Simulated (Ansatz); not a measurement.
Wavefunction ladder for C5H11Br (`CCCCCBr`)

Z-matrix (Å, degrees):
```
C
C 1 1.519
H 1 1.092 2 111.6
H 1 1.094 2 111.1 3 -120.2
H 1 1.093 2 111.1 3 120.2
C 2 1.520 1 112.8 3 -179.8
H 2 1.096 1 109.6 3 -58.0
H 2 1.096 1 109.6 3 58.0
C 6 1.518 2 112.9 1 -180.0
H 6 1.095 2 109.5 1 58.0
H 6 1.097 2 109.4 1 -58.0
C 9 1.509 6 114.6 2 179.0
H 9 1.099 6 109.3 2 59.4
H 9 1.095 6 110.1 2 -57.1
Br 12 1.953 9 112.5 6 66.2
H 12 1.088 9 112.2 6 -175.8
H 12 1.089 9 112.2 6 -52.3
```

Charge 0, multiplicity 1. Correlated methods include outer-core shells of Br, which these sets cover unevenly. Scalar relativity is left out up to krypton. The structure was optimised at the PBE0-D4/def2-TZVP level. It is one conformer, not always the lowest. Frozen core, restricted reference, Ansatz 0.2.0.

```json
{"basis": "def2-SVP", "HF (Eh)": "-2767.71434", "MP2 corr.": "?", "CCSD corr.": "-1.02289", "(T)": "-0.02905", "CCSD(T) total": "?"}
{"basis": "def2-TZVPP", "HF (Eh)": "?", "MP2 corr.": "-1.15737", "CCSD corr.": "?", "(T)": "-0.04686", "CCSD(T) total": "?"}
{"basis": "def2-QZVPP", "HF (Eh)": "?", "MP2 corr.": "-1.52976", "CCSD corr.": "–", "(T)": "–", "CCSD(T) total": "–"}
```

(1) Fill in the withheld values. (Estimate.)

Results:

(1) The calculation gave: def2-SVP MP2 corr.: -0.95398; def2-SVP CCSD(T) total: -2768.76628; def2-TZVPP HF (Eh): -2768.24318; def2-TZVPP CCSD corr.: -1.21701; def2-TZVPP CCSD(T) total: -2769.50705; def2-QZVPP HF (Eh): -2768.30175.
